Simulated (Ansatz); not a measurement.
Calculated with Ansatz (gas phase, PBE0-D4/def2-TZVP geometries, no zero-point term in ΔE). CCSD(T)/CBS adds triple-zeta CCSD(T) − MP2 to the extrapolated MP2 energy (def2 sets, frozen cores). This one scheme is used for every species. DFT in def2-TZVPP. Elements past krypton have def2 core potentials. For I outer-core shells are correlated without core-valence functions, which leaves a few kJ/mol of doubt a bond.

`C[Si](F)(F)I` + HCl → `C[Si](F)(F)Cl` + HI  (ligand exchange at the Si–I bond)

| level | ΔE (kJ/mol) |
| --- | --- |
| CAM-B3LYP-D4 | -27.5 |
| r2SCANh | -24.9 |
| CCSD(T)/def2-TZVPP | -25.8 |
| HF/def2-QZVPP | -32.0 |

(1) What does CCSD(T)/CBS give? (Best estimate.)

Largest T1 diagnostic among the species: 0.011.

Results:

(1) Ansatz gave: -20.1 kJ/mol. The listed levels differ from it by -7.4, -4.8, -5.7, -11.9 kJ/mol.

Leaving LDA and LC-ωPBE aside and taking each functional with its dispersion term where it has one, the values, not all of them listed here, spread over 13.1 kJ/mol, from B97M-V to PBE-D4. At CCSD(T), def2-SVP lies −10.5 kJ/mol from the extrapolated value and def2-TZVPP −5.7 kJ/mol.
